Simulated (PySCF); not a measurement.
# Deuteron quadrupole couplings in `C1=CS[C@@H](c2ccccc2)C1`

Species: C₁₀H₁₀S.
Structure used (GFN2-xTB), in Å, numbered top down from 1:
```
atom  x, y, z in Å
C1     2.7265   -0.6684    0.6982
C2     2.8352   -1.0498   -0.5650
S3     1.8640   -0.1458   -1.7018
C4     1.0423    0.8066   -0.3382
C5    -0.4058    0.4236   -0.2670
C6    -1.3991    1.3658   -0.4981
C7    -2.7346    1.0110   -0.4217
C8    -3.0907   -0.2914   -0.1183
C9    -2.1055   -1.2387    0.1072
C10   -0.7717   -0.8841    0.0335
C11    1.8124    0.4895    0.9563
H12    3.2639   -1.1240    1.5125
H13    3.4479   -1.8367   -0.9626
H14    1.1347    1.8586   -0.6129
H15   -1.1246    2.3841   -0.7354
H16   -3.4977    1.7537   -0.6025
H17   -4.1328   -0.5688   -0.0606
H18   -2.3780   -2.2578    0.3396
H19   -0.0047   -1.6267    0.2016
H20    2.4012    1.3558    1.2737
H21    1.1084    0.2605    1.7608
```

Level: PBE0/pcSseg-1 (PySCF, non-relativistic); Q(2H) = 0.00286 b; rigid geometry, the same for H and D, with no vibrational averaging.

**Question.** Rank these positions by the coupling χzz of a deuteron there, largest first.
A. H17 (aromatic hydrogen)
B. H12 (vinylic hydrogen)
C. H20 (methylene hydrogen)
D. H19 (aromatic hydrogen)

**Answer.** B (228 kHz), A (220 kHz), D (216 kHz), C (202 kHz).

**Question.** What are Vzz, η and χzz (234.96 MHz × Q × Vzz) at all hydrogens?

**Answer.** 
```json
{"atom": "H12", "bonded to": "C1", "bond length (Å)": "1.077", "Vzz (au)": "0.3387", "η": "0.07", "χzz (kHz)": "228"}
{"atom": "H13", "bonded to": "C2", "bond length (Å)": "1.074", "Vzz (au)": "0.3424", "η": "0.07", "χzz (kHz)": "230"}
{"atom": "H14", "bonded to": "C4", "bond length (Å)": "1.091", "Vzz (au)": "0.2994", "η": "0.00", "χzz (kHz)": "201"}
{"atom": "H15", "bonded to": "C6", "bond length (Å)": "1.081", "Vzz (au)": "0.3254", "η": "0.07", "χzz (kHz)": "219"}
{"atom": "H16", "bonded to": "C7", "bond length (Å)": "1.080", "Vzz (au)": "0.3273", "η": "0.06", "χzz (kHz)": "220"}
{"atom": "H17", "bonded to": "C8", "bond length (Å)": "1.080", "Vzz (au)": "0.3280", "η": "0.06", "χzz (kHz)": "220"}
{"atom": "H18", "bonded to": "C9", "bond length (Å)": "1.080", "Vzz (au)": "0.3270", "η": "0.06", "χzz (kHz)": "220"}
{"atom": "H19", "bonded to": "C10", "bond length (Å)": "1.081", "Vzz (au)": "0.3216", "η": "0.07", "χzz (kHz)": "216"}
{"atom": "H20", "bonded to": "C11", "bond length (Å)": "1.094", "Vzz (au)": "0.3000", "η": "0.04", "χzz (kHz)": "202"}
{"atom": "H21", "bonded to": "C11", "bond length (Å)": "1.093", "Vzz (au)": "0.2982", "η": "0.04", "χzz (kHz)": "200"}
```

**Question.** How does χzz go with the bond length over the 10 C–H bonds?

**Answer.** A straight-line fit has a slope of -14.9 kHz for each 0.01 Å, with a correlation coefficient of -0.99, over lengths from 1.074 to 1.094 Å. The longer bonds have the smaller couplings here.

**Question.** Give the 2H NMR doublet splittings at H15 for a magnetic field along the z, y and x axes of the gradient: 3χ/2, 3χ(1 + η)/4, 3χ(1 − η)/4.

**Answer.** With |χ| = 218.7 kHz and η = 0.073: 328, 176 and 152 kHz, to first order and without motion.

The structure is a single GFN2-xTB conformer in the gas phase; no vibrational or solvent corrections. GFN2-xTB bond lengths can be off by several hundredths of an ångström, more for odd bonds, and the gradients follow them. The small basis limits the accuracy of the gradients.

The run behind these numbers computed NMR shieldings as well. The run took 63 s of wall time (grids of density and orbitals included) on one thread of an Arm Neoverse V2, shared host with 96 logical CPUs at a one-minute load of 29, and the process peaked at 1.1 GiB of memory.
